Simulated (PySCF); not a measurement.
C7H9F.
Z-matrix (Å and degrees, GFN2-xTB geometry), rows numbered from 1:
```
C 
C   1  1.3313
C   2  1.4512  1  121.63
C   3  1.3299  2  121.31  1  -174.31
F   4  1.3551  3  120.09  2  -178.81
C   4  1.4911  3  125.35  2     1.96
C   6  1.5268  4  109.30  3    20.53
C   2  1.5055  1  122.56  3   178.94
H   1  1.0766  2  121.74  3    -0.27
H   1  1.0764  2  121.78  3   179.83
H   3  1.0794  2  118.40  1     5.59
H   6  1.0925  4  109.29  3   142.44
H   6  1.0954  4  109.36  3  -100.25
H   7  1.0910  6  110.02  4  -171.55
H   7  1.0920  6  109.37  4    69.87
H   8  1.0905  2  109.99  1    21.27
H   8  1.0945  2  108.67  1   -96.53
```

NICS = −σ at a ghost point: NICS(0) at the centroid of the ring atoms, NICS(1) 1 Å to either side along the normal of their mean plane, zz for the tensor component along that normal. Level: GIAO PBE0/pcSseg-1 (PySCF, non-relativistic, gas phase) on the GFN2-xTB geometry, one conformer.

Ring bond lengths (Å), with Mayer bond orders in brackets: C2–C3 1.451 (1.04), C3–C4 1.330 (1.77), C4–C6 1.491 (1.06), C6–C7 1.527 (1.03), C7–C8 1.527 (1.03), C8–C2 1.506 (1.02).

Question: Give the NICS values of each ring in ppm.

Answer: 
```tsv
ring	type	NICS(0)	NICS(1), two faces	NICS(1)zz, two faces	rms pucker (Å)	centre to ring atoms, mean (Å)
C2–C3–C4–C6–C7–C8	6-membered carbocycle; formal bonds 1 double, 5 single	-2.0	-3.3 / -1.9	0.7 / 2.1	0.20	1.44
```

Question: What can be read from them?

Answer: 
- C2–C3–C4–C6–C7–C8: mean NICS(1)zz 1.4 ppm, near zero. C6, C7, C8 have four or more neighbours; no verdict on aromaticity is drawn.

Question: What is the mean of the two in-plane components of NICS at the second NICS(1) probe listed for ring C2–C3–C4–C6–C7–C8, 1 Å off the ring?

Answer: The isotropic value is a third of the trace: (3 × -1.9 − (2.1))/2 = -3.9 ppm.

Question: Give the inner angles of the rings and the Hirshfeld charges of the ring atoms.

Answer: 
- C2–C3–C4–C6–C7–C8: C2 115.8° (+0.005 e), C3 121.3° (-0.086 e), C4 125.3° (+0.096 e), C6 109.3° (-0.075 e), C7 110.0° (-0.063 e), C8 110.9° (-0.068 e); sum 692.6° against 720° for a flat convex ring.

Question: How shielded are the nuclei of the rings and their hydrogens (means over atoms taken as equivalent)?

Answer: 
```csv
atoms,environment,σ isotropic (ppm),"principal values of the symmetric part, first atom (ppm)"
C2,fully substituted alkene carbon,38.1,"-78.7, 30.9, 162.2"
C3,alkene CH carbon,72.0,"-12.5, 84.4, 144.1"
C4,vinylic C–F carbon,11.3,"-80.2, 47.5, 66.7"
C6,allylic carbon,156.1,"150.8, 154.8, 162.6"
C7,ring CH2 carbon,160.3,"155.7, 161.4, 164.0"
C8,allylic carbon,152.8,"148.1, 149.6, 160.5"
H11,vinylic hydrogen,25.62,"23.5, 24.7, 28.7"
H12 (×2),methylene hydrogen,29.31,"24.9, 28.0, 35.4"
H14 (×2),methylene hydrogen,29.99,"24.8, 28.2, 36.7"
H16 (×2),methylene hydrogen,29.45,"24.9, 28.6, 34.6"
```
